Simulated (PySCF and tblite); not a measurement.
C₅H₉Br, numbered as in [Br:1][CH:2]1[CH2:3][CH2:4][CH2:5][CH2:6]1.

The ensemble was built from 60 distance-geometry starts (ETKDG and KDG, MMFF94s, GFN2-xTB) and rests on GFN2-xTB geometries. Free energies are B3LYP-D3(BJ)/def2-SVP (IEF-PCM, chloroform) single points with GFN2-xTB rigid-rotor and vibrational terms (modes under about 100 cm⁻¹ blended into free rotors). Symmetry numbers and mirror images are counted. Conformers within 3 kcal/mol (GFN2-xTB free energy) were kept, 10 at most. GIAO shieldings: KT2/pcSseg-1 (IEF-PCM, chloroform). Shifts are against TMS (¹H), TMS (¹³C) at the same level. Codes: tblite and PySCF.

The 5-ring runs over atoms 2–3–4–5–6.

| conformer | shape | weight % | dipole D |
| --- | --- | --- | --- |
| 1 | 5-ring envelope (ring torsions 24, 0, -24, 39, -39°) | 68.7 | 2.54 |
| 2 | 5-ring envelope (ring torsions -25, 0, 25, -41, 41°) | 31.3 | 2.65 |

Question: How do the computed shifts compare with measured ones?

Answer: 
```
nucleus  signal  leading conformer  average  measured                                          medium
    ¹³C      C2               71.4     69.1      53.5  not stated per compound (mostly CDCl3 or CCl4)
    ¹³C   C3/C6               43.7     43.7      37.9  not stated per compound (mostly CDCl3 or CCl4)
    ¹³C   C4/C5               25.0     25.2      23.3  not stated per compound (mostly CDCl3 or CCl4)
```

Measured values: Pretsch, Buehlmann, Badertscher, Structure Determination of Organic Compounds, 4th ed. (2009). Mean difference for ¹³C: 7.77 ppm, scatter 5.76 ppm. The computed shifts are unscaled and lack vibrational corrections. Spin–orbit effects are left out too, so ¹³C shifts of carbons that carry Cl, Br or I come out too high.
